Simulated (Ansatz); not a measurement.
Reaction (cleavage of the B–Ge bond): `C[B]([AlH2])[GeH3]` + H–F → `C[B](F)[AlH2]` + GeH₄

Calculated with Ansatz (gas phase, PBE0-D4/def2-TZVP geometries, no zero-point term in ΔE). CBS: MP2 limit from def2 TZ/QZ plus the TZ coupled-cluster correction, frozen cores. This one scheme is used for every species. Functionals use def2-TZVPP. For Ge outer-core shells are correlated without core-valence functions, which leaves a few kJ/mol of doubt a bond. Scalar relativity is left out up to krypton.

CCSD(T)/CBS gives -1.39 eV.

Problem. Another level gave -1.52 eV. Which?
A. ωB97M-V/def2-TZVPP
B. PBE-D4/def2-TZVPP
C. HF/def2-TZVPP
D. SCS-MP2/def2-TZVPP

Solution. D. SCS-MP2/def2-TZVPP -1.52, ωB97M-V -1.56, PBE-D4 -1.41, HF/def2-TZVPP -1.79 eV.

Largest T1 diagnostic among the species: 0.013.

The D4 term adds +0.10 eV with B3LYP and +0.06 eV with PBE0; it sums over pairs of atoms, weighted by their polarisabilities, and B3LYP, whose exchange is more repulsive, gets the larger term. In def2-TZVPP, CCSD(T) changes the Hartree–Fock value by +0.33 eV (the triples alone add +0.03 eV) and MP2 by +0.36 eV.

B3LYP here is the variant with VWN-RPA as its local correlation; programs differ in this.
